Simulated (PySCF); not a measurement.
Cl2Te, charge +1, doublet, at a GFN2-xTB geometry of the parent state (a state made from the parent by changing its charge; the spin is typed, not shown lowest) (core potentials on Te); M062X/def2-SVP (PySCF).

Input for PySCF:
```python
from pyscf import gto, scf, dft

mol = gto.Mole()
mol.atom = '''
    Te   -0.068246   -0.051895    0.739223
    Cl    1.149156    1.355091   -1.200721
    Cl   -0.940405   -1.196353   -1.060433
'''
mol.basis = 'def2-svp'
mol.ecp = {'Te': 'def2-svp'}
mol.charge = 1
mol.spin = 1
mol.verbose = 4
mol.build()

mf = dft.UKS(mol)
mf.xc = 'm062x'
mf.kernel()
```

It wrote (shortened):

```
PySCF version 2.14.0

[INPUT] verbose = 4
[INPUT] num. atoms = 3
[INPUT] num. electrons = 57
[INPUT] charge = 1
[INPUT] spin (= nelec alpha-beta = 2S) = 1
[INPUT] symmetry False subgroup None
[INPUT] Mole.unit = angstrom
[INPUT] Symbol           X                Y                Z      unit          X                Y                Z       unit  Magmom
[INPUT]  1 Te    -0.068246000000  -0.051895000000   0.739223000000 AA   -0.128966249097  -0.098067337234   1.396929014979 Bohr   0.0
[INPUT]  2 Cl     1.149156000000   1.355091000000  -1.200721000000 AA    2.171590114401   2.560750863863  -2.269033842014 Bohr   0.0
[INPUT]  3 Cl    -0.940405000000  -1.196353000000  -1.060433000000 AA   -1.777107896172  -2.260779518302  -2.003927943451 Bohr   0.0

nuclear repulsion = 220.355334572087
number of shells = 26
number of NR pGTOs = 133
number of NR cGTOs = 62
basis = def2-svp
ecp = {'Te': 'def2-svp'}

******** <class 'pyscf.dft.uks.UKS'> ********
method = UKS
initial guess = minao
damping factor = 0
level_shift factor = 0
DIIS = <class 'pyscf.scf.diis.CDIIS'>
diis_start_cycle = 1
diis_space = 8
diis_damp = 0
SCF conv_tol = 1e-09
SCF conv_tol_grad = None
SCF max_cycles = 50
direct_scf = True
direct_scf_tol = 1e-13
number electrons alpha = 29  beta = 28
XC library pyscf.dft.libxc version 7.1.2
    S. Lehtola, C. Steigemann, M. J. T. Oliveira, and M. A. L. Marques,  SoftwareX 7, 1–5 (2018)
XC functionals = m062x
    Y. Zhao and D. G. Truhlar,  Theor. Chem. Acc. 120, 215 (2008)
    Y. Zhao and D. G. Truhlar,  Theor. Chem. Acc. 120, 215 (2008)
radial grids:
    Treutler-Ahlrichs [JCP 102, 346 (1995); DOI:10.1063/1.469408] (M4) radial grids

becke partition: Becke, JCP 88, 2547 (1988); DOI:10.1063/1.454033
pruning grids: <function nwchem_prune>
grids dens level: 3
symmetrized grids: False
atomic radii adjust function: <function treutler_atomic_radii_adjust>
small_rho_cutoff = 0
Set gradient conv threshold to 3.16228e-05
tot grids = 59720
init E= -1160.22954107297

cycle= 1 E= -1184.69259101746  delta_E= -24.5  |g|= 2.08  |ddm|= 5.48
cycle= 2 E= -1182.09267919936  delta_E=  2.6  |g|= 2.71  |ddm|= 9.29
cycle= 3 E= -1187.5619775218  delta_E= -5.47  |g|= 0.381  |ddm|= 8.22
cycle= 4 E= -1187.66550129557  delta_E= -0.104  |g|= 0.0733  |ddm|= 0.564
cycle= 5 E= -1187.66945111668  delta_E= -0.00395  |g|= 0.0835  |ddm|= 0.26
cycle= 6 E= -1187.67488743104  delta_E= -0.00544  |g|= 0.0193  |ddm|= 0.103
cycle= 7 E= -1187.67582062558  delta_E= -0.000933  |g|= 0.0114  |ddm|= 0.0615
cycle= 8 E= -1187.67627947514  delta_E= -0.000459  |g|= 0.00598  |ddm|= 0.0472
cycle= 9 E= -1187.67651437167  delta_E= -0.000235  |g|= 0.00404  |ddm|= 0.0375
cycle= 10 E= -1187.67666669198  delta_E= -0.000152  |g|= 0.00337  |ddm|= 0.0312
cycle= 11 E= -1187.67683557591  delta_E= -0.000169  |g|= 0.00237  |ddm|= 0.0432
cycle= 12 E= -1187.67696280488  delta_E= -0.000127  |g|= 0.00112  |ddm|= 0.0654
cycle= 13 E= -1187.6769685336  delta_E= -5.73e-06  |g|= 0.000484  |ddm|= 0.00844
cycle= 14 E= -1187.67697031357  delta_E= -1.78e-06  |g|= 0.000253  |ddm|= 0.0051
cycle= 15 E= -1187.67697068253  delta_E= -3.69e-07  |g|= 0.000155  |ddm|= 0.00246
cycle= 16 E= -1187.67697080479  delta_E= -1.22e-07  |g|= 7.23e-05  |ddm|= 0.00127
cycle= 17 E= -1187.67697083784  delta_E= -3.31e-08  |g|= 4.69e-05  |ddm|= 0.000573
cycle= 18 E= -1187.67697084756  delta_E= -9.72e-09  |g|= 2.31e-05  |ddm|= 0.000277
cycle= 19 E= -1187.67697085199  delta_E= -4.43e-09  |g|= 1.3e-05  |ddm|= 0.000273
cycle= 20 E= -1187.67697085345  delta_E= -1.46e-09  |g|= 6.28e-06  |ddm|= 0.000135
cycle= 21 E= -1187.67697085381  delta_E= -3.52e-10  |g|= 3.26e-06  |ddm|= 7.82e-05
Extra cycle  E= -1187.67697085385  delta_E= -4.46e-11  |g|= 2.54e-06  |ddm|= 1.32e-05
converged SCF energy = -1187.67697085385  <S^2> = 0.82608596  2S+1 = 2.0746913
```
